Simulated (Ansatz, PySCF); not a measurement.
This Ansatz (a first-principles code) input computes a BLYP/def2-TZVPD energy:

Ansatz 0.2 input:
```yaml
crystal:
  periodic: [false, false, false]
  atoms:
    - {symbol: Cl, position_ang: [0.05781513, -0.11866280, 2.34116141]}
    - {symbol: Si, position_ang: [0.00755757, -0.01551155, 0.30603553]}
    - {symbol: Br, position_ang: [-1.19899120, -1.68878711, -0.47717232]}
    - {symbol: Br, position_ang: [2.06506895, -0.15020751, -0.47979491]}
    - {symbol: Br, position_ang: [-0.89718241, 1.90283545, -0.30258253]}
basis:
  gaussian:
    orbitals: def2-TZVPD
hamiltonian:
  xc: {name: BLYP}
output: {forces: true}
```

**Question.** Write an input for the same energy in PySCF and say what it gives.

**Answer.** 
```python
from pyscf import gto, scf, dft

mol = gto.M(
    atom='''
    Cl    0.05781513   -0.11866280    2.34116141
    Si    0.00755757   -0.01551155    0.30603553
    Br   -1.19899120   -1.68878711   -0.47717232
    Br    2.06506895   -0.15020751   -0.47979491
    Br   -0.89718241    1.90283545   -0.30258253
    ''',
    basis='def2-tzvpd',
    charge=0,
    spin=0,
    verbose=4,
)

mf = dft.RKS(mol, xc='blyp').density_fit(auxbasis='def2-universal-jkfit')
mf.grids.level = 3
mf.conv_tol = 1e-9
mf.max_cycle = 100
mf.max_memory = 1500
mf.kernel()
if not mf.converged:
    mf = mf.newton()
    mf.kernel(mf.make_rdm1())
mf.analyze()
```
It gives -8472.44958 Eh, and Ansatz -8472.44951 Eh, a difference of 0.07 mEh, from the treatment of integrals and grids.
